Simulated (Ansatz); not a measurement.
Born–Oppenheimer molecular dynamics of ClFGeH2O (6 atoms, charge 0, multiplicity 1). It starts from a relaxed structure.

Method: RKS PBE/def2-mTZVP (Ansatz).

```yaml
ensemble: NVT, Nosé–Hoover chain
time_step: 0.5 fs
steps_asked: 150
set_temperature: 300 K
thermostat: time constant 100 fs, chain length 3 (defaults)
seed: 102325
```

First frame:

```xyz
6
Properties=species:S:1:pos:R:3
Ge 0.073 -0.032 0.012
F 0.124 0.115 1.761
H 1.496 0.013 -0.557
Cl -1.155 1.618 -0.654
O -0.657 -1.593 -0.416
H -1.587 -1.664 -0.129
```

**Question.** How far do the bonds stretch over the last three quarters of this one trajectory? (Pairs bonded in most of those frames.)

**Answer.** 
| bond | mean (Å) | spread (Å) | shortest | longest |
| --- | --- | --- | --- | --- |
| Ge1–F2 | 1.760 | 0.002 | 1.76 | 1.76 |
| Ge1–H3 | 1.536 | 0.008 | 1.52 | 1.55 |
| Ge1–Cl4 | 2.187 | 0.058 | 2.09 | 2.25 |
| Ge1–O5 | 1.776 | 0.012 | 1.76 | 1.80 |
| O5–H6 | 0.978 | 0.019 | 0.95 | 1.01 |

Mean temperature of the second half: 105 K. The conserved energy stayed within 0.099 meV per atom of its start (net change 0.066 meV per atom), so the integration is sound. The mean temperature of the second half is 65 % below the set value. A run of 0.075 ps of so small a system gives no equilibrium averages.

Run time: 2.4 min on 2 threads of Intel(R) Xeon(R) 6975P-C (Granite Rapids), with other jobs on the host, peak memory 0.14 GiB.
